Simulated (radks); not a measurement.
Values are calculated unless marked as measured or tabulated.
Task: Numerical settings for the cerium ion Ce+, [Xe] 4f1 5d2. Code: a radial shooting solver on a logarithmic mesh with Libxc functionals. Model: scalar-relativistic Kohn-Sham, r2SCAN, spin-polarised, spherical densities, finite nucleus; open shells are filled with parallel spins first (spin-orbit coupling, left out, can overturn this in heavy ions); meta-GGA in the generalised Kohn-Sham scheme; Fermi nuclear charge, rms radius 4.8771 fm. The defaults (mesh step 0.008 in ln r, mesh end at 40 bohr or more with all orbitals vanishing there, Anderson mixing 0.5 over 9 steps, residual threshold near 1e-9 with the energy settled to 1e-9 hartree or 1e-11 of itself, here a cap of 81 iterations) give E = -8860.904 hartree and 5d at -7.589 eV in 10 iterations. Run on one thread of a shared host, so times are rough (Intel(R) Xeon(R) 6975P-C): 0.16 s of CPU time, 0.16 s wall, 10 iterations on 2314 mesh points. One setting is changed at a time: mesh step in ln r 0.03; mesh step in ln r 0.12; mesh step in ln r 0.2; mesh end (bohr) 1; mesh end (bohr) 12; residual threshold 1e-05; residual threshold 1e-16; mixing 2.5; linear mixing, mixing 0.2; linear mixing, mixing 0.8; mixing history 20; iteration cap 8. Which runs fail to converge, and which converge to a wrong energy?

Result: Not converged within the cap: mesh step in ln r 0.12; mesh step in ln r 0.2; residual threshold 1e-16; linear mixing, mixing 0.8; iteration cap 8. Settled on a wrong energy, with an occupied level pushed above zero by the early mesh end: mesh end (bohr) 1 (+329 hartree). Apart from these: no run marked as converged misses the energy by more than 1 mhartree.
